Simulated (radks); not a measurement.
Coulomb parameter of the 4d shell of the technetium ion Tc+ in the model configuration [Kr] 4d4 5s1 5p1, as a second difference U = [E(n + 1) + E(n - 1) - 2 E(n)] / (1)^2 with all orbitals relaxed. "Bare": the charge of the atom changes with n. "Screened": the 5p shell takes up the change at fixed total charge, which measures U(4d,4d) + U(5p,5p) - 2 U(4d,5p). All-electron calculation, scalar-relativistic Kohn-Sham, r2SCAN, spin-unpolarised, spherical densities, finite nucleus; meta-GGA in the generalised Kohn-Sham scheme; Fermi nuclear charge, rms radius 4.4112 fm. Program: a radial shooting solver on a logarithmic mesh with Libxc functionals.

| case | configuration | E - E(n) (eV) |
|---|---|---|
| start | [Kr] 4d4 5s1 5p1 | 0.000 |
| bare +1 | [Kr] 4d5 5s1 5p1 | -12.983 |
| bare -1 | [Kr] 4d3 5s1 5p1 | 24.011 |
| screened +1 | [Kr] 4d5 5s1 | -8.745 |
| screened -1 | [Kr] 4d3 5s1 5p2 | 11.254 |

U(bare) = 11.028 eV, U(screened by 5p) = 2.509 eV, against the Slater integral F0(4d,4d) = 15.641 eV with frozen orbitals.
